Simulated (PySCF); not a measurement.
# Ge(NH2)H3: computed shieldings and shifts

Ge(NH2)H3, GeH5N, point group C1.

Bonds: Ge1-N2 1.839 Å. Ge1 carries H5, H6, H7; N2 carries H3, H4.

GIAO calculations in PySCF on the PBE0-D3(BJ)/def2-SVP structure: isolated species, non-relativistic, equivalent atoms averaged; basis pcSseg-1 (pcSseg-2 on Ge).

**Question.** Give the isotropic shieldings (ppm) with B3LYP, PBE, PBE0.

**Answer.** 
```csv
atoms,environment,B3LYP,PBE,PBE0
Ge1,"germanium bonded to N, 3 H",1438,1413,1472
N2,"nitrogen bonded to Ge, 2 H",264.5,264.1,270.4
H5/H6/H7,hydrogen on a germanium bonded to N,26.71,26.32,26.58
H3/H4,hydrogen on a nitrogen bonded to Ge,31.80,31.69,31.72
HOMO–LUMO gap (eV),–,7.16,5.43,7.70
```

**Question.** And the chemical shifts, against references computed in the same way?

**Answer.** 
```json
{"atoms": "N2", "nucleus, reference": "$^{15}$N, NH3", "B3LYP": "-1.0", "PBE": "0.9", "PBE0": "-4.7"}
{"atoms": "H5/H6/H7", "nucleus, reference": "$^{1}$H, TMS", "B3LYP": "4.67", "PBE": "4.88", "PBE0": "4.69"}
{"atoms": "H3/H4", "nucleus, reference": "$^{1}$H, TMS", "B3LYP": "-0.42", "PBE": "-0.50", "PBE0": "-0.45"}
```

**Question.** Which part of the shielding of Ge1 depends on the functional?

**Answer.** Diamagnetic: B3LYP 2756, PBE 2757, PBE0 2757 ppm; paramagnetic: B3LYP -1319, PBE -1344, PBE0 -1285 ppm. The diamagnetic part, set mainly by inner electrons, hardly moves; the paramagnetic part goes with low-lying magnetically allowed excitations and carries the spread.

**Question.** What couplings does PBE/pcJ-1 (pcSseg-1 on Ge) give?

**Answer.** $^{1}J$(N2,H3) = -62.7, $^{2}J$(H5,H6) = 13.4, $^{2}J$(H3,H4) = -5.6, $^{2}J$(N2,H5) = -4.6, $^{3}J$(H3,H5) = 2.5 Hz (averaged over equivalent pairs; isotopes $^{15}$N, $^{1}$H).

Relativistic effects, spin–orbit coupling among them, are left out; they matter for Ge and for the light atoms bonded to it. Experimental scales use liquid or dissolved standards, which lie at an offset from isolated NH3 (liquid NH3: subtract about 20 ppm).
